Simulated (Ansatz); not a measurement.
Al7P8H24⁺, a nanocrystal cut from zinc blende AlP (hydrogen-capped). The state is a triplet with charge 1. Geometry r2SCAN-D4/def2-SVP, that of the charge +1 singlet; atoms count from 1.

```xyz
39

Al   -0.8109    4.0715   -1.1107
Al   -1.4211    0.2830   -3.2776
Al   -3.0742    1.2044    1.2819
Al    0.7678    0.4835    0.1750
Al   -1.3249   -2.0171    2.6418
Al    0.2859   -2.9644   -1.9296
Al    2.8797   -2.7658    1.5893
P    -2.4816    3.4766    0.5048
P    -1.2370    2.7447   -3.0648
P     1.0853    2.8468   -0.1964
P     0.4321   -0.5275   -1.9077
P    -0.8947    0.2360    1.8022
P     2.8273   -0.3833    1.0867
P     0.9537   -2.9133    3.0134
P     2.2261   -3.6366   -0.5485
H    -0.5147    5.6071   -1.3263
H    -1.0454   -0.0143   -4.7888
H    -2.7630   -0.0826   -2.5232
H    -3.6019    0.4868   -0.0272
H    -3.8435    1.4155    2.6515
H    -1.8909   -2.8690    1.4343
H    -1.9392   -1.8653    4.0952
H     0.6339   -3.4480   -3.3984
H    -0.9652   -3.3661   -1.0466
H     4.2612   -3.2465    2.1833
H    -3.6665    4.1132    0.0445
H    -2.2081    4.3317    1.6069
H    -2.3983    3.3260   -3.6433
H    -0.2837    3.2334   -3.9994
H     2.2289    3.0646   -1.0102
H     1.5253    3.4761    0.9985
H     1.6264   -0.1837   -2.6062
H    -0.3647    0.9798    2.8968
H     3.1996    0.3545    2.2420
H     3.9166   -0.0528    0.2372
H     1.4451   -2.4724    4.2726
H     0.8405   -4.2975    3.3173
H     3.4241   -3.5847   -1.3120
H     2.1698   -5.0443   -0.3582
```

Single mean-field runs in def2-TZVP are fitted with def2-universal-jkfit. At PBE0-D4/def2-TZVP a singlet of charge 1 lies 5.06 eV below the triplet at the same geometry.

Q: Estimate the Mulliken populations of the heavy atoms from the PBE0/def2-TZVP orbitals of Ansatz.

A: 
```csv
atom,charge (e),spin (α − β)
Al1,0.34,0.01
Al2,0.23,0.09
Al3,0.24,0.07
Al4,0.22,0.19
Al5,0.24,0.01
Al6,0.24,0.01
Al7,0.36,0.02
P8,-0.26,0.01
P9,-0.27,0.01
P10,-0.23,0.09
P11,-0.27,0.23
P12,-0.29,0.18
P13,-0.26,0.57
P14,-0.26,0.05
P15,-0.26,0.06
```
Mulliken values depend strongly on the basis.

Q: Where does the spin sit?

A: Summed by element: Al 0.41, P 1.18, H 0.41, of 2 unpaired in all. Largest on single atoms: P13 0.57, P11 0.23, Al4 0.19.

Q: And the Mayer bond orders between heavy atoms (over 0.3)?

A: Al1–P8 0.81 (2.40 Å); Al1–P9 0.80 (2.40 Å); Al1–P10 0.70 (2.44 Å); Al2–P9 0.64 (2.48 Å); Al2–P11 0.62 (2.44 Å); Al3–P8 0.64 (2.47 Å); Al3–P12 0.64 (2.44 Å); Al4–P10 0.77 (2.41 Å); Al4–P11 0.88 (2.34 Å); Al4–P12 0.89 (2.34 Å); Al4–P13 0.86 (2.41 Å); Al5–P12 0.67 (2.44 Å); Al5–P14 0.64 (2.48 Å); Al6–P11 0.66 (2.44 Å); Al6–P15 0.64 (2.47 Å); Al7–P13 0.71 (2.44 Å); Al7–P14 0.81 (2.40 Å); Al7–P15 0.81 (2.40 Å).
